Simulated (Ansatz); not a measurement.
The first iterations of a band of C₂H₃BF₂ (8 atoms, charge 0, multiplicity 1).

These are results of RKS PBE0-D4/def2-SVP in Ansatz 0.2.0, not measurements.

```
movable images  : 8
climbing image  : no
spring          : 5.0 eV/Å²
optimiser       : quadratic models (default)
start path      : IDPP
force threshold : 0.05 eV/Å
iteration limit : 60
end points      : relaxed
```

Initial state:

```xyz
8
Properties=species:S:1:pos:R:3
C -0.090 0.511 1.144
C -0.503 -0.204 0.089
B 0.395 -0.391 -1.158
F -0.003 -1.093 -2.205
F 1.603 0.145 -1.228
H -0.710 0.655 2.035
H 0.898 0.985 1.155
H -1.497 -0.664 0.111
```

Final state:

```xyz
8
Properties=species:S:1:pos:R:3
C -0.095 0.522 1.140
C -0.500 -0.208 0.092
B 0.398 -0.398 -1.155
F 1.597 0.157 -1.235
F 0.009 -1.122 -2.190
H -0.715 0.668 2.030
H 0.887 1.006 1.144
H -1.489 -0.680 0.118
```

| iteration | highest image above the first end (eV) | largest band force component (eV/Å) |
| --- | --- | --- |
| 1 | 0.289 | 0.846 |
| 2 | 0.272 | 0.726 |

Problem. Does the band converge within its limit, and where does its top end?

Solution. The forces met the threshold. It ended after 6 iterations with the highest image 0.236 eV above the first end. No image climbed, so the highest image needn't sit at the top of the path.

The run took 2.3 min on 1 thread of Arm Neoverse V2, with other jobs on the host, peak memory 0.16 GiB.
